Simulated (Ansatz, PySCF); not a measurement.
Stretching the Ga1–H2 bond in BrGaH2 (SMILES [GaH2][Br]) (multiplicity 1 held, fragments rigid). Energies count from the point at 1.557 Å.
Geometry at that point (charge 0, multiplicity 1):
```xyz
4

Ga    -0.62727    -0.97642     0.15642
H     -0.07053    -1.95941     1.22858
H     -1.89601    -1.10175    -0.73821
Br     0.61177     0.95229    -0.15255
```

U- levels take the lowest unrestricted solution at each point, which mixes spins at long bonds.

Rows in LANL2DZ carry no dispersion term and start afresh at each structure. LANL2DZ brings its own core potentials from Na on.

Codes used: Ansatz (a first-principles code); PySCF for LANL2DZ rows. Each number belongs to the level named beside it.

Task: Predict the energy at R = 4.984 Å from U-B3LYP/LANL2DZ.

Result: 80.6 kcal/mol

Task: Predict the energy at R = 4.984 Å from U-PBE/cc-pVTZ.

Result: 77.2 kcal/mol

Task: What energy at R = 4.984 Å does U-r2SCAN/cc-pVTZ give?

Result: 78.9 kcal/mol

Doubts at one or more of the structures used: a spin-contaminated determinant (U-PBE/cc-pVTZ, U-r2SCAN/cc-pVTZ, U-B3LYP/LANL2DZ).
